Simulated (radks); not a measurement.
Species: the europium ion Eu38+. Configuration: [Ar] 3d7. Calculated with a radial shooting solver on a logarithmic mesh with Libxc functionals: scalar-relativistic Kohn-Sham, r2SCAN, spin-polarised, spherical densities, finite nucleus; open shells are filled with parallel spins first (spin-orbit coupling, left out, can overturn this in heavy ions); meta-GGA in the generalised Kohn-Sham scheme; Fermi nuclear charge, rms radius 5.1115 fm.

Radial electron density D(r) = 4 pi r^2 rho(r):

```
   r/bohr * D(r) (the largest magnitude, 107, reaches the edge; | marks zero)
0.0009887 | *
 0.001237 |  *
 0.001535 |   *
 0.001905 |     *
 0.002384 |       *
 0.002958 |          *
 0.003672 |             *
 0.004593 |                  *
 0.005701 |                       *
 0.007075 |                             *
 0.008852 |                                  *
  0.01099 |                                       *
  0.01363 |                                          *
  0.01706 |                                          *
  0.02117 |                                        *
  0.02628 |                                     *
  0.03287 |                                     *
   0.0408 |                                         *
  0.05063 |                                                *
  0.06335 |                                                      *
  0.07862 |                                                    *
  0.09758 |                                           *
   0.1221 |                                   *
   0.1515 |                                   *
    0.188 |                                       *
   0.2352 |                                   *
    0.292 |                      *
   0.3624 |        *
   0.4533 | *
   0.5626 *
   0.6983 *
```

D(r) has 3 maxima, at r = 0.0154, 0.0675, 0.197 bohr, and minima at 0.0299, 0.135 bohr, inside which lie 1.95, 11.20 electrons.
